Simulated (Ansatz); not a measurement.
Mulliken charges of Cl$_{2}$H$_{2}$S$_{2}$Ti (`[SH][Ti]([SH])([Cl])[Cl]`) from r2SCAN/def2-TZVPP in Ansatz (PBE0-D4/def2-TZVP geometry).

| atom | x (Å) | y (Å) | z (Å) | charge (e) |
| --- | --- | --- | --- | --- |
| S1 | -1.912 | 0.527 | 0.913 | -0.190 |
| Ti2 | -0.168 | -0.064 | -0.382 | 0.569 |
| S3 | 1.215 | -1.108 | 1.069 | -0.204 |
| Cl4 | -0.891 | -1.451 | -1.892 | -0.202 |
| Cl5 | 0.847 | 1.669 | -1.233 | -0.213 |
| H6 | -1.195 | 1.579 | 1.365 | 0.127 |
| H7 | 2.164 | -1.220 | 0.115 | 0.113 |

Q: By hand: the dipole of these point charges (1 e Å = 4.8032 D).

A: Σ q r = (0.112, 0.090, 0.222) e Å, of length 0.264 e Å = 1.27 D.

Q: How does the dipole of the full density compare? (Best estimate.)

A: The calculation gave: (0.109, 0.100, 0.107) e Å, 0.88 D; the point charges give 1.44 times that, at 21° from its direction.

Point charges leave out the atoms' own dipoles, such as those of lone pairs, and Mulliken's split depends on the basis, so the two needn't agree.
